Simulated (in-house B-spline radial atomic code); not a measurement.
A fraction x of an electron is removed from 3p in V5+, starting from [Ne] 3s2 3p6 and keeping the highest spin. All numbers are computed (scalar-relativistic (X2C) BLYP, spin-polarised, spherical fractional occupations; Fermi nucleus of rms radius 3.6002 fm) with a B-spline radial code for spherical atoms, not measured.

| x | E(x) - E(0) (eV) | 3p down level (eV) |
| --- | --- | --- |
| 0 | 0.0000 | -117.239 |
| 0.06 | 7.0733 | -118.538 |
| 0.16 | 19.0356 | -120.709 |
| 0.35 | 42.3636 | -124.853 |
| 0.38 | 46.1191 | -125.510 |
| 0.5 | 61.3382 | -128.143 |
| 0.53 | 65.1924 | -128.803 |
| 0.66 | 82.1230 | -131.669 |
| 0.79 | 99.4268 | -134.546 |
| 0.96 | 122.6206 | -138.324 |
| 1 | 128.1714 | -139.216 |

The exact functional would give a straight line between the two integer points. Deviations E(x) - E(0) - x[E(1) - E(0)], in eV: -0.617 at x = 0.06, -1.472 at x = 0.16, -2.496 at x = 0.35, -2.586 at x = 0.38, -2.748 at x = 0.5, -2.738 at x = 0.53, -2.47 at x = 0.66, -1.829 at x = 0.79, -0.424 at x = 0.96.

The curve lies below the straight line by up to 2.748 eV (at x = 0.5): convex, the delocalisation error that favours fractional charges.

Problem. How well does Slater's transition state (minus the level at half occupation) give the ionisation energy?

Solution. It gives 128.143 eV against 128.171 eV from the two total energies; NIST lists 128.12 eV, ground level to ground level.
